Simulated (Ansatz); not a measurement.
Species: NaF (charge 0, singlet). 
Coordinates optimised at B3LYP-D3(BJ)/def2-TZVP (Ansatz, an electronic-structure program):
```xyz
2

Na     0.0000     0.0000    -0.8672
F      0.0000     0.0000     1.0599
```

Basis-set convergence of Hartree-Fock and CCSD(T) correlation energies (hartree) with Ansatz. Cores are frozen in the correlated levels unless marked. Spin-orbit coupling is left out. No relativistic terms.

```csv
basis,functions,E(HF),"E(corr, CCSD(T))"
def2-SVP,29,-261.17864,-0.20582
def2-TZVPP,63,-261.36892,-0.28004
def2-QZVPP,115,-261.38104,-0.30843
```

Extrapolating the two largest sets (X = 3 and 4) as X^-3: E(corr) = (64·(-0.30843) - 27·(-0.28004))/37 = -0.3291 Eh, an estimate of the basis-set limit. The largest set recovers 93.7 % of it, the smallest 62.5 %.
